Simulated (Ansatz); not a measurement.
Ansatz (a quantum-chemistry and plane-wave program) input:

Ansatz 0.2 input:
```yaml
crystal:
  periodic: [false, false, false]
  atoms:
    - {symbol: Cl, position_ang: [-0.00000000, -0.00000000, -1.45740920]}
    - {symbol: Br, position_ang: [0.00000000, 0.00000000, 0.70788447]}
basis:
  gaussian:
    orbitals: def2-TZVP
hamiltonian:
  xc: {name: SVWN5}
relax: {f_tol: 0.003, max_steps: 100}
```

Problem. What final total energy does it print?

Solution. -3029.32326 Eh (SVWN5/def2-TZVP). The basis has 85 functions.
